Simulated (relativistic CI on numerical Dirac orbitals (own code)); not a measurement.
**Sensitivity of the levels of Ca II to α and to the nuclear radius**

Calculated at this level of theory: Dirac-Coulomb-Breit CI, orbitals from a KLI potential per configuration, valence Slater integrals scaled by 0.85, P86 correlation energy added to each configuration, derivatives by finite differences, QED left out (own radial code, finite nucleus).

CI space (outside the closed core [Ar]): 4s, 3d, 4p, 5s, 4d, 5p, 4f, 6s. Levels of other configurations are missing.

With x = (α/α₀)² − 1 an excitation energy changes as ω = ω₀ + qx; K = 2q/ω₀ is the relative enhancement. Terms are leading LS components, so labels can repeat. The field-shift factor is F = δν/δ⟨r²⟩ for the transition from the lowest level.

Lowest level 4s ²S1/2.

| Level | ω₀ (cm⁻¹) | q (cm⁻¹) | F (GHz/fm²) |
| --- | --- | --- | --- |
| 3d ²D3/2 | 13737.2 | 940.2 | -0.482 |
| 3d ²D5/2 | 13759.1 | 958.7 | -0.481 |
| 4p ²P°1/2 | 24029.4 | 209.7 | -0.203 |
| 4p ²P°3/2 | 24220.1 | 402 | -0.203 |
| 5s ²S1/2 | 50604.7 | 241.6 | -0.0161 |
| 4d ²D3/2 | 55239.0 | 434.9 | -0.129 |
| 4d ²D5/2 | 55251.6 | 446.5 | -0.129 |
| 5p ²P°1/2 | 59069.8 | 305.6 | -0.0782 |
| 5p ²P°3/2 | 59136.2 | 372.5 | -0.0779 |
| 4f ²F°7/2 | 68014.7 | 357.5 | -0.0574 |
| 4f ²F°5/2 | 68014.8 | 357.6 | -0.0574 |
| 6s ²S1/2 | 69052.7 | 305.6 | 0.00118 |

Correlation outside the listed configurations is missing or only estimated: errors of thousands of cm⁻¹ between configurations and terms are usual at this charge. Rates and lifetimes follow the computed energies and can be off by large factors. The fine structure of a lone outer electron comes out too small, for d and f at times inverted, and misplaced configurations move strength between like terms.

(1) Which transition from the lowest level has the largest |K|?

## Answers

(1) 3d ²D5/2 at 13759.1 cm⁻¹, K = 0.139.
